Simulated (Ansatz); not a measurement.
Job for Ansatz (a program for electronic structure): R-wB97M-V/def2-TZVPPD on C2H5F3 (a complex), monomers drawn apart or pushed together. Files ending in .json are basis or fitting sets from the Basis Set Exchange.

Ansatz 0.2 input:
```yaml
crystal:
  periodic: [false, false, false]
  atoms:
    - {symbol: C, position_ang: [0.08672985, -0.71236164, -0.22889416]}
    - {symbol: F, position_ang: [0.32033012, 0.51066980, 0.40338687]}
    - {symbol: H, position_ang: [-0.02825051, -1.47859878, 0.53634464]}
    - {symbol: H, position_ang: [-0.82289845, -0.62502595, -0.82320302]}
    - {symbol: H, position_ang: [0.93838050, -0.93642624, -0.87133675]}
    - {symbol: F, position_ang: [0.03005160, -1.09957625, 2.78711364]}
    - {symbol: C, position_ang: [0.28508999, 0.21400994, 3.06948929]}
    - {symbol: F, position_ang: [0.32692758, 0.35507576, 4.42450258]}
    - {symbol: H, position_ang: [-0.52921986, 0.81913339, 2.67330229]}
    - {symbol: H, position_ang: [1.25691321, 0.47656355, 2.65378359]}
basis:
  gaussian:
    orbitals: def2-TZVPPD.json
hamiltonian:
  xc: {name: wB97M-V}
scf: {lower_state_search: off}
```

The head of its log:

```
WARN ansatz: RAYON_NUM_THREADS=1 ignored (pool sized by the plan → 1); use --threads N
Functional definition: wB97M-V
these checks for a lower state are left out or cut short: stability, starts, cluster_reference, orbital_swaps, neighbouring_geometries, increment
integrals: 0.26 GiB planned
1234 factors; their error is unknown
integrals: 0.29 GiB planned
380 factors; integrals over basis functions are off by at most 2.2e-5 eV
mean field: 2.11 GiB planned
mean field evaluation 1: about -10304.8912 eV, gradient 3.7e1 eV
mean field evaluation 2: about -10305.5430 eV, gradient 3.5e1 eV
```

Question: What total energy does the run end on?

Answer: -378.7780 hartree.
